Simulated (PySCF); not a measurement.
# Working with the constants of BeGe

UHF-CCSD(T) constants of BeGe, ³Σ⁻ (triplet), unpaired electrons π ↑↑ (basis Be pcseg-1, Ge pcseg-1; no relativity; PySCF 2.14; masses 9.0122 and 73.9212 u):

```
ωe              : 450.7 cm⁻¹
ωexe            : 5.74 cm⁻¹
Be              : 0.41723 cm⁻¹
αe              : 0.00580 cm⁻¹
D (centrifugal) : 1.43e-06 cm⁻¹
De to Be + Ge   : 0.82 eV
```

(1) Give the vibrational terms G(v) and spacings up to v = 6.

(2) How well does the Morse estimate ωe²/(4ωexe) reproduce De, and what is D0?

Correlated steps freeze 9 core orbitals. Correlated levels converge slowly with the basis: in double zeta they bind strong bonds too weakly, by up to about 1 eV, and carry superposition errors of some tenths. Spin–orbit coupling is left out. The state is the lowest determinant that a PBE0 search found; another state may lie lower at other levels.

## Answers

(1) G(v) = ωe(v+½) − ωexe(v+½)².

```json
{"v": "0", "G(v) (cm⁻¹)": "224", "G(v) − G(v−1)": "", "Bv (cm⁻¹)": "0.4143"}
{"v": "1", "G(v) (cm⁻¹)": "663", "G(v) − G(v−1)": "439", "Bv (cm⁻¹)": "0.4085"}
{"v": "2", "G(v) (cm⁻¹)": "1091", "G(v) − G(v−1)": "428", "Bv (cm⁻¹)": "0.4027"}
{"v": "3", "G(v) (cm⁻¹)": "1507", "G(v) − G(v−1)": "416", "Bv (cm⁻¹)": "0.3969"}
{"v": "4", "G(v) (cm⁻¹)": "1912", "G(v) − G(v−1)": "405", "Bv (cm⁻¹)": "0.3911"}
{"v": "5", "G(v) (cm⁻¹)": "2305", "G(v) − G(v−1)": "393", "Bv (cm⁻¹)": "0.3853"}
{"v": "6", "G(v) (cm⁻¹)": "2687", "G(v) − G(v−1)": "382", "Bv (cm⁻¹)": "0.3795"}
```

(2) It gives 1.10 eV, 134 % of the computed De. D0 = De − G(0) = 0.82 − 0.03 = 0.79 eV.
